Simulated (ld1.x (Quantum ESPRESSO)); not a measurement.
## Ga (Z = 31): one change to an ultrasoft potential, before and after

```
Element                 : Ga (Z = 31)
Generator               : ld1.x (Quantum ESPRESSO) 7.5
Type                    : ultrasoft
Functional              : PBE
Relativity              : scalar-relativistic
Frozen core             : [Ar]
Valence charge          : 13
Reference configuration : 3d10 4s1 4p2
Partial waves           : 4s (bound): rcut 1.40, rcutus 1.60 bohr; 4s channel at 0.3 Ry: rcut 1.40, rcutus 1.60 bohr; 4p (bound): rcut 2.00, rcutus 2.35 bohr; 4p channel at 0.65 Ry: rcut 2.00, rcutus 2.35 bohr; 3d (bound): rcut 0.55, rcutus 0.75 bohr; 3d channel at -0.85 Ry: rcut 0.55, rcutus 0.75 bohr
Local potential         : all-electron potential smoothed inside 0.90 bohr (lloc = -1)
Core correction         : none
Augmentation charge     : built from norm-conserving waves at rcut, not smoothed further
```

Change: all radii scaled by about 1.18 (s 1.90, p 2.78, d 0.88 bohr, rcut 1.66/2.38/0.66); local potential all-electron potential smoothed inside 1.06 bohr (lloc = -1).

Cutoffs: the cutoffs (Ry, on a coarse ladder) from which the occupation-weighted sum of valence levels, in a spherical-Bessel basis at the reference potential, stays within 10 and 1 mRy of its value at 400 Ry; they do not see the model core or the augmentation charge, which bear on the density cutoff. Errors are all-electron minus pseudo energies relative to the spin-unpolarised reference configuration.

Question: How do hardness, ghosts and transferability respond?

Answer: Both files keep a bound ghost (s); of the 7 tests that both files solve, the error grows in 3 and shrinks in 0 by more than 15 % and 0.3 meV (median size 2.3 → 3.0 meV). More of the atom is replaced by a form fitted at one configuration, so other configurations suffer.

| quantity | base | changed |
| --- | --- | --- |
| cutoff, loose | 300 Ry | 200 Ry |
| cutoff, tight | over 300 Ry | over 300 Ry |
| loose cutoff by channel (10 mRy a level) | s 12 Ry, p 6 Ry, d 180 Ry | s 6 Ry, p 6 Ry, d 140 Ry |
| bound ghosts | s | s |
| error for 3d10 4s2 4p1, meV [ΔE -6.54 eV] | +2.9 | +3.0 |
| error for 3d10 4s2 4p0, meV [ΔE -0.85 eV] | +1.0 | +2.7 |
| error for 3d10 4s1 4p0, meV [ΔE 20.28 eV] | +5.4 | +4.7 |
| error for 3d10 4s2 4p0.5, meV [ΔE -4.51 eV] | +2.3 | +3.0 |
| error for 3d9 4s0 4p0, meV [ΔE 115.43 eV] | +225 | +236 |
| error for 3d10 4s1 4p1, meV [ΔE 6.52 eV] | -0.4 | -0.5 |
| error for 3d10 4s0 4p3, meV [ΔE 6.83 eV] | +2.0 | +2.5 |
| lowest overlap eigenvalue by channel | s 0.17, p 0.38, d 0.94 | s 0.21, p 0.43, d 0.83 |

 A true bound ghost makes a file unfit for plane-wave use even where its test errors are small: the radial tests pick states by their node count and pass the ghost by.
